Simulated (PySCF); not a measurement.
A structure optimised at PBE-D3(BJ)/def2-SVP, used in a PySCF frequency run:

```
Si
H 1 1.5015
C 1 1.8686 2 115.41
C 3 1.3579 1 105.59 2 115.36
H 3 1.0982 4 122.77 1 178.86
H 4 1.1034 3 124.58 5 -0.22
N 4 1.4413 6 114.43 3 179.85
C 7 1.2939 4 113.60 6 -179.39
H 8 1.1066 7 118.85 4 -179.74
Cl 1 2.0833 2 107.91 3 -130.20
```

### Question
Write its SMILES and formula.

### Answer
Cl[Si@@H]1C=CN=C1, C₃H₄ClNSi

### Question
What are its rotational constants (standard atomic weights)?

### Answer
5.3114, 1.5680, 1.3811 GHz
